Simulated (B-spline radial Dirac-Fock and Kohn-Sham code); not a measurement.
## Cross section and asymmetry of the 3d3/2 subshell of Se⁴⁺

System: Se⁴⁺, configuration [Ar] 3d10 4s2. The computed 3d3/2 threshold is 117.5 eV; without correlation, outer thresholds are uncertain by 1 to 2 eV.

Calculated with a radial B-spline solver, using a relativistic central-field model (Hartree-Slater potential of the initial state, Latter tail, multipole expansion of the photon field, Dirac-Fock thresholds). Interchannel coupling and autoionising resonances are not included, so magnitudes near threshold are approximate.

Q: How do σ and β run from threshold to 400 eV kinetic energy?

A: The cross section shows no minimum in this range. Its largest value, 2.80 Mb, lies 22 eV above threshold, delayed by the centrifugal barrier of the l+1 channel. β ranges from 0.18 (at 9.0 eV) to 1.20.

```
kinetic energy (eV)  σ (Mb)     β
                1.5    2.54  0.28
                1.9    2.55  0.26
                2.3    2.56  0.25
                2.9    2.57  0.23
                3.7    2.59  0.22
                4.6    2.61  0.20
                5.7    2.64  0.19
                7.2    2.66  0.18
                9.0    2.69  0.18
               11.2    2.73  0.18
               14.0    2.76  0.19
               17.5    2.78  0.22
               21.9    2.80  0.25
               27.4    2.79  0.29
               34.2    2.75  0.35
               42.8    2.67  0.42
               53.5    2.54  0.50
               66.9    2.35  0.58
               83.7    2.11  0.68
              104.7    1.83  0.77
              130.9    1.53  0.86
              163.6    1.23  0.95
              204.6   0.937  1.03
              255.8   0.677  1.10
              319.9   0.466  1.15
              400.0   0.306  1.20
```
